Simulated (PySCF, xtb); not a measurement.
CH6SSeSi, SMILES S([Se][SiH3])C.

Geometry optimised at B3LYP-D3(BJ)/def2-SVP. This is a generated structure with no PubChem entry under its InChIKey; it may be hypothetical. One conformer was computed; it need not be the lowest.

Level of theory: C-PCM-PBE0/def2-SVP (PySCF).

The values are the electrostatic part of the solvation free energy, E(continuum) − E(gas) at the gas-phase geometry, in a cavity of scaled van der Waals radii (PySCF's table); cavitation and dispersion terms are not included. In vacuum the orbital gap is 5.43 eV. The dipole moment in vacuum is 1.70 D.

Computed values in water (ε = 78.36), acetone (ε = 20.49), chlorobenzene (ε = 5.70):
| solvent | ε | ΔG(elec) (kcal/mol) | dipole (D) | gap (eV) |
|---|---|---|---|---|
| water | 78.36 | -2.5 | 2.35 | 5.48 |
| acetone | 20.49 | -2.4 | 2.31 | 5.48 |
| chlorobenzene | 5.70 | -2.0 | 2.21 | 5.47 |

For comparison, GFN2-xTB/ALPB(water) (xtb, at the GFN2-xTB geometry, all terms of that model) gives -1.3 kcal/mol.
